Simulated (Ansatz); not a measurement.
System: sum formula Si2H2F3, charge 0, multiplicity 2. It need not be the lowest isomer of its formula. SMILES: F[SiH](F)[SiH]F
Structure (B3LYP-D3(BJ)/def2-TZVP (Ansatz, a program for electronic structure) minimum search):
```xyz
7

F      2.0626    -1.3020    -0.0588
Si     1.4267     0.1682     0.1455
Si    -0.8792     0.0955    -0.3265
F     -1.4108     1.5967    -0.1935
F     -1.5985    -0.7789     0.7980
H      2.1771     1.0969    -0.7435
H     -1.3235    -0.4297    -1.6333
```
Charge 0, spin multiplicity 2.

Parts of the frozen-core correlation energy in cc-pVTZ (Ansatz, hartree). Frozen orbitals: 13; correlated occupied orbitals by spin: 16 and 15; virtual: 157 and 158. Open shells are spin-unrestricted. No spin-orbit coupling. No relativistic terms.

```json
[
 {"term": "reference (HF)", "value": "-877.64504"},
 {"term": "MP2 opposite-spin", "value": "-0.71981"},
 {"term": "MP2 same-spin", "value": "…"},
 {"term": "CCSD correlation", "value": "…"},
 {"term": "(T)", "value": "…"},
 {"term": "T1 diagnostic", "value": "0.014"},
 {"term": "largest doubles amplitude", "value": "0.023"},
 {"term": "<S^2> of the reference", "value": "0.760"}
]
```

Q: What belongs in the gaps?

A: 
- MP2 same-spin, value: -0.24170
- CCSD correlation, value: -0.98394
- (T), value: -0.02982
